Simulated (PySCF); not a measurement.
PySCF input for B(F)(Cl)(OH) (BClFHO), SMILES FB(Cl)O, TDA-M06-2X/def2-SVPD. The structure is a stationary point at B3LYP-D3(BJ)/def2-SVP. Other conformers were not sampled.

```python
import numpy as np
from pyscf import gto, scf, dft, tdscf

mol = gto.M(
    atom='''
    B    -0.01335369   -0.42924641    0.00000000
    F    -1.20069825   -1.02840027    0.00000000
    Cl    0.05199136    1.33020702    0.00000000
    O     1.12644343   -1.13953705    0.00000000
    H     0.97765220   -2.09538846    0.00000000
    ''',
    basis='def2-SVPD',
    charge=0,
    spin=0,
    symmetry=True,
    max_memory=1600,
    verbose=4,
)
mf = dft.RKS(mol, xc='m06-2x').density_fit(auxbasis='def2-universal-jkfit')
mf.grids.level = 4
mf.conv_tol = 1e-9
mf.max_cycle = 100
mf.kernel()
mf.grids = dft.Grids(mol).set(level=2).build(with_non0tab=True)  # coarser grid for the response kernel
td = tdscf.TDA(mf)
td.singlet = True
td.nstates = 10
td.conv_tol = 1e-4
td.kernel(x0=td.get_init_guess(mf, 15))
td.analyze()
tt = tdscf.TDA(mf)
tt.singlet = False
tt.nstates = 4
tt.conv_tol = 1e-4
tt.kernel(x0=tt.get_init_guess(mf, 9))
tt.analyze(verbose=3)
```

Log of the run:

```
PySCF version 2.14.0

[INPUT] verbose = 4
[INPUT] num. atoms = 5
[INPUT] num. electrons = 40
[INPUT] charge = 0
[INPUT] spin (= nelec alpha-beta = 2S) = 0
[INPUT] symmetry True subgroup None
[INPUT] Mole.unit = angstrom
[INPUT] Symbol           X                Y                Z      unit          X                Y                Z       unit  Magmom
[INPUT]  1 B     -0.013353690000  -0.429246410000   0.000000000000 AA   -0.025234816852  -0.811158154853   0.000000000000 Bohr   0.0
[INPUT]  2 F     -1.200698250000  -1.028400270000   0.000000000000 AA   -2.268990850745  -1.943394856729   0.000000000000 Bohr   0.0
[INPUT]  3 Cl     0.051991360000   1.330207020000   0.000000000000 AA    0.098249431244   2.513726956774   0.000000000000 Bohr   0.0
[INPUT]  4 O      1.126443430000  -1.139537050000   0.000000000000 AA    2.128669577516  -2.153412933295   0.000000000000 Bohr   0.0
[INPUT]  5 H      0.977652200000  -2.095388460000   0.000000000000 AA    1.847494903079  -3.959710313974   0.000000000000 Bohr   0.0

nuclear repulsion = 142.844053746793
point group symmetry = Cs
symmetry origin: [ 2.83458912e-09 -1.11022302e-17  0.00000000e+00]
symmetry axis x: [ 1.0000000e+00 -1.9007342e-09  0.0000000e+00]
symmetry axis y: [1.9007342e-09 1.0000000e+00 0.0000000e+00]
symmetry axis z: [0. 0. 1.]
num. orbitals of irrep A' = 71
num. orbitals of irrep A" = 30
number of shells = 41
number of NR pGTOs = 151
number of NR cGTOs = 101
basis = def2-SVPD
ecp = {}


[settings echo left out]
init E= -660.935920683467
HOMO (A') = -0.416432906781883  LUMO (A') = -0.0169689681188623  gap/eV = 10.86997
cycle= 1 E= -660.441786486733  delta_E= 0.494  |g|= 0.633  |ddm|= 2.61
HOMO (A") = -0.379699443118686  LUMO (A') = -0.00561743967666839  gap/eV = 10.17929
cycle= 2 E= -660.435674654132  delta_E= 0.00611  |g|= 0.702  |ddm|= 1.09
HOMO (A') = -0.39562292265305  LUMO (A') = -0.0046395075225858  gap/eV = 10.63920
cycle= 3 E= -660.521319818845  delta_E= -0.0856  |g|= 0.0463  |ddm|= 0.548
HOMO (A') = -0.402761259424573  LUMO (A') = -0.00194817697136962  gap/eV = 10.90668
cycle= 4 E= -660.521703668333  delta_E= -0.000384  |g|= 0.0223  |ddm|= 0.0623
HOMO (A') = -0.400888413141833  LUMO (A') = -0.00224654500745114  gap/eV = 10.84760
cycle= 5 E= -660.521800274853  delta_E= -9.66e-05  |g|= 0.00618  |ddm|= 0.0225
HOMO (A') = -0.400404991400597  LUMO (A') = -0.00234502358255995  gap/eV = 10.83176
cycle= 6 E= -660.521807084822  delta_E= -6.81e-06  |g|= 0.00178  |ddm|= 0.0059
HOMO (A') = -0.400649818591202  LUMO (A') = -0.00234698648655529  gap/eV = 10.83837
cycle= 7 E= -660.521807721319  delta_E= -6.36e-07  |g|= 0.000372  |ddm|= 0.00231
HOMO (A') = -0.400633915242298  LUMO (A') = -0.00235842582087642  gap/eV = 10.83763
cycle= 8 E= -660.521807763694  delta_E= -4.24e-08  |g|= 7.42e-05  |ddm|= 0.000621
HOMO (A') = -0.400617795503707  LUMO (A') = -0.00235668535201938  gap/eV = 10.83724
cycle= 9 E= -660.521807765565  delta_E= -1.87e-09  |g|= 1.98e-05  |ddm|= 0.000132
HOMO (A') = -0.400622939630122  LUMO (A') = -0.00235706799597901  gap/eV = 10.83737
cycle= 10 E= -660.521807765722  delta_E= -1.57e-10  |g|= 3.73e-06  |ddm|= 4.11e-05
HOMO (A') = -0.40062208685515  LUMO (A') = -0.00235710257881427  gap/eV = 10.83734
Extra cycle  E= -660.521807765727  delta_E= -4.89e-12  |g|= 2.91e-06  |ddm|= 8.04e-06
converged SCF energy = -660.521807765727
tot grids = 51144


******** <class 'pyscf.tdscf.rks.TDA'> for <class 'pyscf.df.df_jk.DFSymAdaptedRKS'> ********
nstates = 10 singlet
deg_eia_thresh = 1.000e-03
wfnsym = None
conv_tol = 0.0001
eigh lindep = 1e-12
eigh level_shift = 0
eigh max_cycle = 100


Excitation energies (eV)
[ 8.2386787   8.47038747  8.55607424  9.0742093   9.58468934  9.81320552
 10.10331122 10.1325272  10.16837743 10.22208121]

** Singlet excitation energies and oscillator strengths **
Excited State   1:   A"      8.23868 eV    150.49 nm  f=0.0000
      20 -> 22       -0.70348
Excited State   2:   A'      8.47039 eV    146.37 nm  f=0.0373
      20 -> 21       -0.66395
      20 -> 23       -0.17564
      20 -> 31        0.10989
Excited State   3:   A"      8.55607 eV    144.91 nm  f=0.0149
      18 -> 21       -0.11320
      19 -> 21        0.66315
      19 -> 23        0.10318
      19 -> 28       -0.10194
      19 -> 31       -0.10940
Excited State   4:   A'      9.07421 eV    136.63 nm  f=0.1576
      19 -> 22       -0.66924
Excited State   5:   A"      9.58469 eV    129.36 nm  f=0.0836
      18 -> 21       -0.48714
      18 -> 23        0.16354
      19 -> 23       -0.44421
Excited State   6:   A'      9.81321 eV    126.34 nm  f=0.0239
      16 -> 21       -0.12535
      20 -> 21        0.18082
      20 -> 23       -0.56030
      20 -> 24       -0.24057
      20 -> 26       -0.24349
Excited State   7:   A"     10.10331 eV    122.72 nm  f=0.0000
      16 -> 22       -0.56695
      17 -> 22        0.37464
      19 -> 26        0.10291
Excited State   8:   A'     10.13253 eV    122.36 nm  f=0.0386
      16 -> 21       -0.18485
      20 -> 23       -0.26155
      20 -> 24        0.23199
      20 -> 26        0.47769
      20 -> 27       -0.13525
      20 -> 30       -0.17662
      20 -> 34        0.14811
Excited State   9:   A"     10.16838 eV    121.93 nm  f=0.0003
      16 -> 22        0.15165
      18 -> 21       -0.31899
      18 -> 23        0.10207
      19 -> 21       -0.17841
      19 -> 23        0.36756
      19 -> 24        0.25853
      19 -> 26        0.32413
Excited State  10:   A'     10.22208 eV    121.29 nm  f=0.0014
      16 -> 21        0.58769
      16 -> 23       -0.18105
      18 -> 22       -0.11297
      20 -> 23       -0.19995

** Transition electric dipole moments (AU) **
state          X           Y           Z        Dip. S.      Osc.
  1        -0.0000     -0.0000     -0.0132      0.0002      0.0000
  2        -0.4224      0.0364     -0.0000      0.1797      0.0373
  3         0.0000      0.0000      0.2669      0.0712      0.0149
  4         0.1562     -0.8273      0.0000      0.7088      0.1576
  5        -0.0000      0.0000     -0.5968      0.3562      0.0836
  6        -0.2711     -0.1605     -0.0000      0.0993      0.0239
  7         0.0000      0.0000     -0.0099      0.0001      0.0000
  8        -0.2699     -0.2877     -0.0000      0.1556      0.0386
  9         0.0000      0.0000      0.0357      0.0013      0.0003
 10         0.0694      0.0282      0.0000      0.0056      0.0014

** Transition velocity dipole moments (imaginary part, AU) **
state          X           Y           Z        Dip. S.      Osc.
  1        -0.0000     -0.0000     -0.0038      0.0000      0.0000
  2        -0.1412      0.0074     -0.0000      0.0200      0.0428
  3         0.0000      0.0000      0.0730      0.0053      0.0113
  4         0.0312     -0.1578      0.0000      0.0259      0.0517
  5        -0.0000      0.0000     -0.2053      0.0421      0.0798
  6        -0.1242     -0.0330     -0.0000      0.0165      0.0305
  7         0.0000      0.0000      0.0094      0.0001      0.0002
  8        -0.0617     -0.0700     -0.0000      0.0087      0.0156
  9        -0.0000      0.0000      0.0325      0.0011      0.0019
 10         0.0715     -0.0008     -0.0000      0.0051      0.0091

** Transition magnetic dipole moments (imaginary part, AU) **
state          X           Y           Z
  1         0.0119     -0.2645     -0.0000
  2         0.0000      0.0000     -0.5786
  3        -0.7337     -0.1779      0.0000
  4         0.0000      0.0000     -0.0075
  5         0.0330     -0.3607     -0.0000
  6         0.0000      0.0000      0.0253
  7        -0.5276     -0.6452      0.0000
  8        -0.0000      0.0000     -0.1654
  9        -0.0818     -0.0705      0.0000
 10        -0.0000     -0.0000     -0.8475


******** <class 'pyscf.tdscf.rks.TDA'> for <class 'pyscf.df.df_jk.DFSymAdaptedRKS'> ********
nstates = 4 triplet
deg_eia_thresh = 1.000e-03
wfnsym = None
conv_tol = 0.0001
eigh lindep = 1e-12
eigh level_shift = 0
eigh max_cycle = 100


Excitation energies (eV)
[8.02205787 8.11764243 8.28669193 8.39532032]

** Triplet excitation energies and oscillator strengths **
Excited State   1:   A'      8.02206 eV    154.55 nm  f=0.0000
Excited State   2:   A"      8.11764 eV    152.73 nm  f=0.0000
Excited State   3:   A'      8.28669 eV    149.62 nm  f=0.0000
Excited State   4:   A"      8.39532 eV    147.68 nm  f=0.0000
```

Self-consistency was reached.

Cost: about 2.6 core-minutes (a rough figure).
